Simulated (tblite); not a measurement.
Compound: C5H7FSSi.
Atom-mapped SMILES: `[F:1][c:2]1[cH:3][cH:4][c:5]([CH2:6][SiH3:7])[s:8]1` (hydrogens: H9 on C3; H10 on C4; H11, H12 on C6; H13, H14, H15 on Si7)

Computed with GFN2-xTB (tblite), gas phase: Langevin dynamics at 300 K from the optimised GFN2-xTB geometry, time step 0.5 fs, friction 0.01 fs⁻¹, 2000 steps. The instantaneous temperature is 2·E(kin)/(3Nk) with all 3N coordinates.

```csv
t (fs),T (K),E(pot) above start (eV),F1–C2 (Å),C2–C3 (Å),C3–C4 (Å),C4–C5 (Å),C5–C6 (Å),C3–H9 (Å),C4–C5–C6–Si7 (°)
0,239,0.000,1.336,1.352,1.416,1.359,1.479,1.074,94
25,149,0.360,1.364,1.331,1.447,1.371,1.499,1.144,92
50,213,0.243,1.328,1.334,1.417,1.354,1.491,1.055,77
75,212,0.316,1.322,1.384,1.409,1.341,1.437,1.065,84
100,183,0.495,1.363,1.377,1.406,1.356,1.460,1.153,82
125,256,0.334,1.365,1.367,1.399,1.399,1.473,1.019,83
150,279,0.292,1.357,1.360,1.418,1.391,1.477,1.061,86
175,184,0.639,1.333,1.335,1.401,1.352,1.486,1.132,85
200,268,0.569,1.335,1.360,1.423,1.333,1.510,1.059,85
225,277,0.660,1.317,1.348,1.447,1.348,1.583,1.064,87
250,345,0.455,1.332,1.323,1.436,1.345,1.540,1.106,74
275,348,0.390,1.287,1.320,1.423,1.337,1.462,1.080,66
300,329,0.437,1.340,1.365,1.427,1.342,1.470,1.050,63
325,236,0.721,1.387,1.408,1.424,1.376,1.472,1.081,55
350,276,0.681,1.352,1.396,1.410,1.373,1.416,1.091,68
375,345,0.581,1.344,1.343,1.414,1.378,1.438,1.059,65
400,396,0.419,1.335,1.308,1.453,1.360,1.495,1.102,57
425,305,0.558,1.332,1.351,1.449,1.344,1.521,1.084,56
450,308,0.592,1.358,1.399,1.436,1.355,1.517,1.077,68
475,411,0.406,1.329,1.358,1.392,1.398,1.456,1.054,65
500,303,0.709,1.354,1.343,1.411,1.418,1.466,1.089,62
525,348,0.609,1.349,1.361,1.430,1.373,1.494,1.084,71
550,308,0.516,1.351,1.374,1.464,1.324,1.491,1.064,79
575,261,0.566,1.336,1.371,1.442,1.315,1.460,1.081,85
600,325,0.570,1.310,1.334,1.407,1.347,1.457,1.083,86
625,314,0.567,1.302,1.330,1.414,1.419,1.437,1.056,68
650,292,0.592,1.332,1.330,1.405,1.434,1.505,1.057,97
675,317,0.455,1.354,1.362,1.372,1.378,1.482,1.117,81
700,402,0.360,1.346,1.378,1.391,1.347,1.513,1.060,82
725,235,0.600,1.390,1.378,1.406,1.304,1.516,1.084,86
750,305,0.480,1.371,1.330,1.419,1.330,1.538,1.086,84
775,274,0.469,1.367,1.306,1.409,1.375,1.505,1.043,95
800,353,0.339,1.359,1.351,1.386,1.372,1.532,1.093,84
825,263,0.387,1.337,1.364,1.394,1.360,1.494,1.078,85
850,229,0.396,1.300,1.360,1.404,1.352,1.427,1.048,84
875,270,0.402,1.315,1.351,1.425,1.360,1.443,1.101,97
900,297,0.480,1.348,1.358,1.444,1.370,1.484,1.080,87
925,369,0.356,1.352,1.329,1.432,1.360,1.482,1.058,93
950,258,0.555,1.413,1.337,1.456,1.335,1.499,1.081,96
975,294,0.468,1.379,1.354,1.440,1.348,1.489,1.091,89
1000,344,0.442,1.339,1.396,1.437,1.359,1.455,1.042,83
```

**Question.** From 500 fs on, how do temperature and potential energy compare with equipartition?

**Answer.** The mean temperature of these 21 frames is 303 K against the target 300 K, and the mean potential energy 0.49 eV against 39 × kT/2 = 0.50 eV for 39 classical harmonic modes. For 15 atoms in a canonical ensemble the temperature itself scatters by T·√(2/(3N)) = 63 K; here its standard deviation is 43 K. The whole run lasts only 10 friction times of 100 fs, so these averages carry a wide statistical error.

**Question.** What are the kinetic and total energies of the listed frame with the highest potential energy?

**Answer.** The one at 325 fs, 0.721 eV above the start. Its kinetic energy is 3NkT/2 = 0.457 eV at 236 K, so the sum is 1.18 eV; over the listed frames the sum runs from 0.46 to 1.30 eV, since the thermostat adds and removes energy.

**Question.** How much do the listed bonds fluctuate from 500 fs on?

**Answer.** 
| bond | at the start (Å) | mean (Å) | standard deviation (Å) |
| --- | --- | --- | --- |
| F1–C2 | 1.336 | 1.348 | 0.027 |
| C2–C3 | 1.352 | 1.352 | 0.021 |
| C3–C4 | 1.416 | 1.418 | 0.023 |
| C4–C5 | 1.359 | 1.361 | 0.032 |
| C5–C6 | 1.479 | 1.484 | 0.029 |
| C3–H9 | 1.074 | 1.075 | 0.019 |

The motion is classical and holds no zero-point motion.

What follows is the cost of the whole dynamics run. Time: 16 s of wall time; peak memory 0.18 GiB. Hardware: one thread, INTEL XEON PLATINUM 8581C at 2.10 GHz (x86_64), shared host.
